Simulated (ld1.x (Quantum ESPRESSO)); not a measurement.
# Which change was made? (In, TM semilocal)

| Item | Value |
| --- | --- |
| Element | indium |
| Generator | ld1.x (Quantum ESPRESSO) 7.5 |
| Type | norm-conserving Troullier–Martins (semilocal form) |
| Functional | LDA (PZ) |
| Relativity | scalar-relativistic |
| Frozen core | [Kr] 4d10 |
| Valence charge | 3 |
| Reference configuration | 5s1 5p0 (charge +2) |
| Partial waves | 5s (bound): rc 1.95 bohr; 5d channel at 0.25 Ry: rc 1.75 bohr; 5p (bound, empty): rc 1.70 bohr |
| Local potential | the p channel |
| Core correction | a·sin(br)/r model core, default radius (core density twice the valence density) |

Cutoffs, loose and tight: the cutoffs (Ry, on a coarse ladder) from which the occupation-weighted sum of valence levels, in a spherical-Bessel basis at the reference potential, stays within 10 and 1 mRy of its value at 400 Ry. They do not see the model core or the augmentation charge, which bear on the density cutoff. Test errors are all-electron minus pseudo excitation energies from the reference, over the configurations 5s2 5p1; 5s2 5p0; 5s2 5p0.5; 5s0 5p3; 5s1 5p1; 5s2 5p1.3; 5s1 5p2 (two spin-polarised tests are not counted in the largest error); variants that change the core or the reference have their own tests. The largest error is taken over the tests solved by every variant that gives reliable tests at all, those not shown here included: 5s0 5p3; 5s1 5p1; 5s1 5p2; 5s2 5p0; 5s2 5p0.5; 5s2 5p1; 5s2 5p1.3.

The base gives: outcome: generated; cutoff, loose: 10 Ry; cutoff, tight: 25 Ry; bound ghosts: none; largest test error (meV): -142.

Q: After one change the result is: outcome: generated; cutoff, loose: 8 Ry; cutoff, tight: 18 Ry; bound ghosts: none; largest test error (meV): -133. Which change was it?
A. wave 5s (bound): rc 1.95 bohr becomes 5s (bound): rc 1.72 bohr
B. wave 5s (bound): rc 1.95 bohr becomes 5s (bound): rc 2.94 bohr
C. wave 5s (bound): rc 1.95 bohr becomes 5s (bound): rc 1.50 bohr
D. wave 5s (bound): rc 1.95 bohr becomes 5s (bound): rc 1.30 bohr

A: B. The others give: wave 5s (bound): rc 1.95 bohr becomes 5s (bound): rc 1.30 bohr → outcome: generated; cutoff, loose: 120 Ry; cutoff, tight: over 300 Ry; bound ghosts: s; largest test error (meV): +58 | wave 5s (bound): rc 1.95 bohr becomes 5s (bound): rc 1.72 bohr → outcome: generated; cutoff, loose: 21 Ry; cutoff, tight: 50 Ry; bound ghosts: none; largest test error (meV): -139 | wave 5s (bound): rc 1.95 bohr becomes 5s (bound): rc 1.50 bohr → outcome: generated; cutoff, loose: 35 Ry; cutoff, tight: 110 Ry; bound ghosts: none; largest test error (meV): -120.
